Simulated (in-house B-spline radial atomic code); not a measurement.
RPA and G0W0 on BHandHLYP: the magnesium ion Mg⁸⁺

Configuration [He] 2s2, mean-field start BHandHLYP. Computed with an all-electron radial atomic-structure program (B-spline basis): all electrons, non-relativistic, point nucleus, each spin shell either full or empty, empty states to l = 9 with an (l + 1/2)⁻⁴ tail; G0W0 by contour deformation at full frequency.

Command:
```bash
python run_gw.py task.json out
```
Settings (radii: box in bohr, nucleus in fm):
```
Z                        12
electrons                4
configuration            [He] 2s2
hamiltonian              nr
method                   bhandhlyp
lmax                     9
spin_polarised           False
box_radius               7.7
intervals                45
ion_configuration        [He] 2s1
```

Time taken, with all properties: 1.5 s on 1 thread of Arm Neoverse N1, on a shared host.

Energies (hartree):

| term | value |
| --- | --- |
| mean-field total | -162.09140 |
| Hartree-Fock functional on these orbitals | -161.96532 |
| direct second order | -0.3453 |
| second-order exchange | 0.1692 |
| SOSEX correction | 0.13681 |

Task: What is the RPA correlation energy, and what remains with SOSEX?

Result: RPA gives -0.27954 hartree (-1.9 eV per electron); RPA + SOSEX gives -0.14273, and the second-order doubles -0.1761 hartree (no singles). SOSEX takes back 49 % of the RPA value.

Quasi-particle levels (eV):

```csv
level,occupied,mean field,Σx - vxc,Σc,QP weight,G0W0
2s,yes,-316.87,-6.71,?,?,?
1s,yes,-1609.35,-36.60,4.82,0.978,-1641.13
2p,no,-276.33,11.32,-1.46,0.983,-266.47
```

G0W0 = mean field + (Σx - vxc) + Σc, with Σc (partial-wave tail included) taken at the quasi-particle energy.

Task: Where does G0W0 put 2s?

Result: At -327.10 eV, with Σc = -3.51 eV and a quasi-particle weight of 0.968. The tabulated removal energy is 327.99 ± 0.04 eV (NIST, semi-empirical); the calculation leaves out relativity, Breit and QED terms, and what these don't explain is the method's own error.

Task: What does it cost to remove one electron (to [He] 2s1) by differences of total energies, each species on its own start (correlation terms add to the Hartree-Fock functional)?

Result: BHandHLYP 324.90 eV, Hartree-Fock functional 323.30 eV, + RPA 326.81 eV, + RPA + SOSEX 325.82 eV, + second order 326.69 eV. Tabulated: 327.99 ± 0.04 eV (NIST, semi-empirical); the calculation leaves out relativity, Breit and QED terms, and what these don't explain is the method's own error.
